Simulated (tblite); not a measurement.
C₅H₇FSi.
Geometry (GFN2-xTB, Å), atoms numbered from 1 in this order:
```xyz
14
C5H7FSi angstrom
C      2.707    0.081    0.261
C      1.618    0.099   -0.234
C      0.288    0.126   -0.796
C     -0.593    1.198   -0.102
Si    -1.480   -0.132    0.950
C     -0.534   -1.132   -0.404
F      0.226   -2.218   -0.021
H      3.669    0.062    0.679
H      0.368    0.261   -1.880
H     -0.007    1.955    0.413
H     -1.234    1.709   -0.818
H     -2.938   -0.195    0.880
H     -0.948   -0.329    2.293
H     -1.142   -1.484   -1.244
```

Level: GFN2-xTB in tblite, geometry and Hessian alike; calculated harmonic values, unscaled, isolated species. The method is semi-empirical: single wavenumbers can be off by several per cent or more. Modes of hydrogen on silicon can be 10 to 20 % off. One conformer, not necessarily the lowest.

Harmonic wavenumbers (cm⁻¹): 45.9, 123.6, 186.6, 252.6, 312.1, 399.8, 429.3, 457.2, 506.0, 594.5, 612.9, 652.2, 663.2, 683.0, 737.5, 748.3, 775.3, 864.2, 981.6, 1041.6, 1074.2, 1103.0, 1135.9, 1183.3, 1219.8, 1271.8, 1300.3, 1461.1, 2284.6, 2290.8, 2322.7, 2912.0, 2928.1, 2999.6, 3019.4, 3399.3.

A = 3098, B = 1914, C = 1459 MHz; mass 114.030 u (most abundant isotopes); point group C1, symmetry number 1.

Question: Zero-point energy?

Answer: ½Σν̃ = 21487 cm⁻¹ = 257.04 kJ/mol.

Question: What is S at 273.15 K and 1 bar for an ideal gas of classical rigid rotors and harmonic oscillators?

Answer: Translation 166.11, rotation 116.10, vibration 74.94: S = 357.1 J/(mol K).

Question: And Cp and H(273.15 K) − H(0)?

Answer: Cp = 126.55 J/(mol K), of which vibrations give 93.29 (their classical limit is 36 R = 299.3); H(273.15 K) − H(0) = 20.60 kJ/mol without the zero-point energy, 11.52 from vibrations.

Question: How do the functions run with temperature in this model?

Answer: 
```
 T (K)  S (J/(mol K))  Cp (J/(mol K))  H − H(0) (kJ/mol)  G − H(0) (kJ/mol)  ln q(vib)
   150          297.2            78.1               7.99             -36.59       1.80
   250          346.3           117.7              17.77             -68.81       3.52
298.15          368.6           135.7              23.88             -86.02       4.41
   400          413.3           168.3              39.43            -125.87       6.38
   600          490.6           212.8              77.90            -216.48      10.31
   900          585.2           252.7             148.26            -378.41      15.86
```

q(vib) and H(0) count from the zero-point level.

Question: Blend soft modes into free rotors: weight 1/[1 + (100 cm⁻¹/ν̃)⁴] for the oscillator and the rest for a rotor with moment μB/(μ + B), μ = h/(8π²ν), B = 10⁻⁴⁴ kg m². What vibrational entropy results?

Answer: 69.54 J/(mol K) in place of 74.94, which changes −T·S at 273.15 K by +1.47 kJ/mol.

Hindered rotation and anharmonicity are outside this model. Other conformers, if any are populated, would add a mixing term that is left out. The structure is chiral; the term R ln 2 for an equal mix with its mirror image is left out.

Time: 0.42 s. Hardware: one thread, Arm Neoverse V1 (aarch64), shared host with 32 logical CPUs at a one-minute load of 45. The figure is for the frequency step alone.
